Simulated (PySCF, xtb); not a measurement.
SiBr2, SMILES Br[Si]Br (connectivity only; charge and spin as stated), neutral, multiplicity 1.

GFN2-xTB in xtb 6.7.1 at its own geometry gives an orbital gap of 2.45 eV and a dipole moment of 3.51 D.

Geometry optimised at PBE0-D3(BJ)/def2-TZVP. The isomer is the one that the SMILES or the coordinates give; other isomers of the formula were not compared.

Q: What does PySCF with PBE0/def2-TZVPD give? (An estimate is asked for; the answer gives what the named calculation found.)

A: gap 4.46 eV (levels -7.57 and -3.11 eV), dipole 0.85 D.
